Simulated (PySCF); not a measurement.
Dipole response of Tl²⁺ (thallium, charge +2)

[Xe] 4f14 5d9 6s2, 2D determinant (an excited configuration). Calculation: PySCF 2.14, in aug-cc-pwCVTZ-DK3 with one added diffuse shell each of s, d, f type (12s10p9d6f1g, 138 functions); scalar relativity by spin-free X2C-1e. Coupled (time-dependent) response in atomic units; α is the mean over directions.

```
method  mean α (bohr³)         α xx, yy, zz  C₆ (like pair)  S(−4)
   UHF           16.89  17.01, 17.01, 16.64           119.4  89.10
```

S(−4) is the Cauchy moment in α(ω) = α(0) + S(−4) ω² + …

Spin-orbit coupling is absent.

α(iu) at UHF:

| u (hartree) | α(iu) (bohr³) |
| --- | --- |
| 0 | 16.89 |
| 0.0500 | 16.67 |
| 0.100 | 16.05 |
| 0.200 | 14.10 |
| 0.300 | 11.93 |
| 0.500 | 8.564 |
| 0.750 | 6.116 |
| 1.00 | 4.698 |
| 1.50 | 3.127 |
| 2.00 | 2.262 |
| 3.00 | 1.343 |
| 5.00 | 0.6230 |

For an ion, C₆ is the dispersion term alone; charge-induced terms of lower order in 1/R come first.

The components differ because the open shell of this determinant is not spherical; for a pure term their mean is the scalar polarisability.

Spin-orbit coupling, absent here, splits the open shell strongly.
